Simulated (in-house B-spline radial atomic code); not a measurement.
The outermost shell (largest non-relativistic mean radius) with and without relativity; Dirac values are averaged over j. Computed with a radial B-spline atomic code at the basis-set limit: non-relativistic Hartree-Fock and Dirac-Hartree-Fock, averages of the configuration (point nuclei without relativity, finite nuclei with it).

```
ion      configuration  outermost shell  radius non-relativistic (bohr)  radius Dirac (bohr)  radius change (%)  level non-relativistic (eV)  level Dirac (eV)  spin-orbit splitting (eV)
Rb+  [Ar] 3d10 4s2 4p6               4p                          1.7272                1.719           -0.47507                      -27.445           -27.475                    0.98312
Sr+           [Kr] 5s1               5s                          4.1152               4.0538            -1.4926                      -10.310           -10.466                          -
Zr+       [Kr] 4d2 5s1               5s                           3.668               3.5887             -2.164                      -11.737           -12.033                          -
Nb+           [Kr] 4d4               4d                          2.0079               2.0354             1.3711                      -13.749           -13.502                    0.14774
Mo+           [Kr] 4d5               4d                           1.844               1.8669             1.2415                      -15.229           -14.958                     0.2071
Tc+       [Kr] 4d5 5s1               5s                          3.2833               3.1872             -2.925                      -13.180           -13.648                          -
Ru+           [Kr] 4d7               4d                          1.6015               1.6186             1.0722                      -18.130           -17.804                    0.35495
Rh+           [Kr] 4d8                ?                               ?                    ?                  ?                            ?                 ?                          ?
Pd+           [Kr] 4d9                ?                               ?                    ?                  ?                            ?                 ?                          ?
Ag+          [Kr] 4d10               4d                          1.3546               1.3671            0.92266                      -22.458           -22.038                    0.66192
Cd+      [Kr] 4d10 5s1               5s                          2.8981               2.7773            -4.1713                      -14.921            -15.69                          -
In+      [Kr] 4d10 5s2               5s                          2.6868               2.5828            -3.8711                      -16.519             -17.3                          -
Sn+  [Kr] 4d10 5s2 5p1               5p                          2.9727               2.9437           -0.97456                      -13.810           -13.832                     0.5219
Sb+  [Kr] 4d10 5s2 5p2                ?                               ?                    ?                  ?                            ?                 ?                          ?
Te+  [Kr] 4d10 5s2 5p3               5p                          2.5259                  2.5            -1.0252                      -17.558            -17.61                    0.95239
 I+  [Kr] 4d10 5s2 5p4               5p                          2.3614               2.3364            -1.0555                      -19.461           -19.529                     1.2136
Xe+  [Kr] 4d10 5s2 5p5               5p                          2.2217               2.1975             -1.089                      -21.395           -21.484                     1.5081
```

Problem. Fill in the row of Rh+.

Solution. outermost shell: 4d; radius non-relativistic (bohr): 1.5075; radius Dirac (bohr): 1.5228; radius change (%): 1.013; level non-relativistic (eV): -19.570; level Dirac (eV): -19.215; spin-orbit splitting (eV): 0.44504.

Problem. Fill in the row of Pd+.

Solution. outermost shell: 4d; radius non-relativistic (bohr): 1.426; radius Dirac (bohr): 1.4398; radius change (%): 0.9641; level non-relativistic (eV): -21.012; level Dirac (eV): -20.625; spin-orbit splitting (eV): 0.54706.

Problem. Fill in the row of Sb+.

Solution. outermost shell: 5p; radius non-relativistic (bohr): 2.7246; radius Dirac (bohr): 2.6974; radius change (%): -0.99836; level non-relativistic (eV): -15.680; level Dirac (eV): -15.716; spin-orbit splitting (eV): 0.72247.

Problem. Which member changes most?

Solution. Cadmium (Cd+): its 5s shell contracts by 4.2 %.
